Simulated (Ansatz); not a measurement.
Molecule: CH₅O₃Si, charge 0, multiplicity 2. It need not be the lowest isomer of its formula. SMILES: C[Si]([O])(O)O
Geometry from a B3LYP-D3(BJ)/def2-TZVP (Ansatz, a first-principles code) optimisation:
```
Si
O 1 1.6339
H 2 0.9606 1 118.03
O 1 1.6461 2 105.81 3 30.53
H 4 0.9609 1 117.37 2 -159.09
O 1 1.6649 2 115.73 3 -89.57
C 1 1.8587 2 108.08 3 156.21
H 7 1.0894 1 111.89 2 179.68
H 7 1.0900 8 108.85 1 123.17
H 7 1.0933 8 108.90 9 117.99
```
Charge 0, spin multiplicity 2.

Computed values are from Ansatz. Cores are frozen in the correlated levels unless marked. UHF or UKS for open shells. Spin-orbit coupling is left out. No relativistic terms. CBS(X,Y): correlation extrapolated as X^-3; Hartree-Fock from the larger set.

Task: What is the dipole moment at CCSD(T)/aug-cc-pV(D+d)Z?

Result: 1.44 D.

Task: What is the total energy at CCSD(T)/CBS(cc-pV(T+d)Z,cc-pV(Q+d)Z)?

Result: -555.7315 Eh.

Task: What is the atomisation energy De at CCSD(T)/CBS(cc-pV(T+d)Z,cc-pV(Q+d)Z)?

Result: 3915.3 kJ/mol.

Task: What is the T1 diagnostic at CCSD/cc-pV(Q+d)Z?

Result: 0.014.
